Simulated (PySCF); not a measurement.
System: ethenyl(trifluoro)silane, C₂H₃F₃Si, net charge 0, singlet state. SMILES: C=C[Si](F)(F)F
Geometry from a B3LYP-D3(BJ)/def2-TZVP (Ansatz) optimisation:
```xyz
9

C      2.3802    -0.3727    -0.1325
C      1.3690     0.0526     0.6229
Si    -0.3607     0.0621     0.0347
F     -0.4527    -0.4910    -1.4463
F     -1.3024    -0.8316     0.9415
F     -0.9844     1.5176     0.0445
H      2.2277    -0.7374    -1.1416
H      3.4029    -0.3737     0.2275
H      1.5783     0.4080     1.6280
```

Dispersion corrections to the total energy (kcal/mol) from the dftd3 and dftd4 libraries through PySCF: D3(BJ) without and D4 with the three-body term, each with the damping fitted for the functional named.

```tsv
functional	D3(BJ)	D4
LC-wPBE	-3.87	-4.97
TPSS	-5.13	[?]
PW6B95	[?]	-3.96
PBE0	[?]	-3.75
HF	-33.32	-16.19
TPSSh	-4.71	-5.46
BLYP	-8.79	-9.94
```

Question: Complete the blanks.

Answer: 
- TPSS, D4: -6.03
- PW6B95, D3(BJ): -2.11
- PBE0, D3(BJ): -3.52
